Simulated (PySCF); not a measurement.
Species: C3H10NSi2 (doublet state).
Z-matrix (Å and degrees, GFN2-xTB geometry), rows numbered from 1:
```
N 
Si  1  1.7362
C   2  1.9219  1  105.05
C   3  1.5264  2  105.96  1   150.98
C   4  1.5274  3  111.41  2   -53.88
Si  5  1.9139  4  111.26  3    52.17
H   1  1.0055  2  120.41  3   175.37
H   1  1.0070  2  120.87  3    30.05
H   3  1.0935  2  110.25  1    32.65
H   3  1.0906  2  114.35  1   -87.94
H   4  1.0962  3  110.29  2  -176.09
H   4  1.0948  3  109.07  2    66.62
H   5  1.0905  4  109.50  3   175.70
H   5  1.0926  4  108.74  3   -68.38
H   6  1.4729  2  132.63  1    -0.06
H   6  1.4723  2  109.21  1   134.61
```

The hyperfine couplings belong to this conformer and change with its torsions.

As a line formula: `N[Si]1CCC[SiH2]1` [radical].

Method: UKS B3LYP, pcH-1 on C H N Si, non-relativistic, mean-field spin-orbit, GIAO (PySCF). One conformer (not necessarily the lowest) at the GFN2-xTB geometry, without solvent, vibrations or thermal averaging. A GFN2-xTB geometry isn't a minimum of the functional, and hyperfine couplings can be far from their values at a DFT geometry, by a factor of two or more for some ions and for spin on atoms past the first row.

Task: What are Nα, Nβ and the exact ⟨S²⟩?

Result: Nα = 32, Nβ = 31 (63 in all), and S(S+1) = 0.75 for S = 1/2.

Mulliken spin populations, one withheld:

```tsv
atom	bound to	population
N1	Si2, H7, H8	?
Si2	N1, C3, Si6	+0.7227
C3	Si2, C4, H9, H10	+0.0046
C4	C3, C5, H11, H12	+0.0003
C5	C4, Si6, H13, H14	+0.0163
Si6	C5, Si2, H15, H16	+0.0875
H7	N1	-0.0038
H8	N1	-0.0024
H9	C3	+0.0155
H10	C3	-0.0010
H11	C4	-0.0010
H12	C4	+0.0012
H13	C5	+0.0057
H14	C5	-0.0012
H15	Si6	+0.0184
H16	Si6	-0.0038
```

Task: Fill in the missing population.

Result: The populations add up to Nα − Nβ = 1, and the others sum to 0.8590, so N1 holds +0.141.

Task: How is the spin shared among the elements?

Result: Silicon +0.81, nitrogen +0.14, hydrogen +0.03, carbon +0.02. The positive populations sum to 1.01, the negative ones to -0.01.

Task: With ⟨S²⟩ = 0.7528, find the sum of squared α–β overlaps and estimate the admixture of higher spin.

Result: Σ|⟨iα|jβ⟩|² over occupied orbitals = Nβ − [⟨S²⟩ − S(S+1)] = 31 − 0.0028 = 30.9972. If the quartet state (S + 1) were the only admixture, its weight would be 0.0028/(2S + 2) = 0.09 %.

Task: What Fermi-contact NMR shifts do the couplings of N1, C3, C4, C5, H7, H8, H9/H10 imply at 250 K (Curie law, g = gₑ)?

Result: δ = a_FC·h·gₑ μB S(S+1)/(3 g_N μN kT), with k/h = 20836.6 MHz/K:

```tsv
nuclei	isotope	a_FC (MHz)	g_N	contact shift (ppm)
N1	14N	5.96	0.4038	+2604
C3	13C	27.46	1.4048	+3449
C4	13C	-0.92	1.4048	-116
C5	13C	11.32	1.4048	+1422
H7	1H	-6.81	5.5857	-215
H8	1H	-11.99	5.5857	-379
H9/H10	1H	16.67	5.5857	+527
```

The sign follows the spin density at the nucleus: positive density means a positive shift. Entries for several nuclei are means.

Nuclei that the bonding pattern makes equivalent are averaged, as if the motion that swaps them (rotation, inversion, ring flip) were fast. H7 and H8 aren't averaged: N1 is flat or nearly so (angle sum 352°), and its turn about the short N1–Si2 bond (1.74 Å) is taken as slow. The 1H value of +16.7 MHz is a mean of couplings from 6.7 to 26.6 MHz in this one geometry, not an average over conformers.
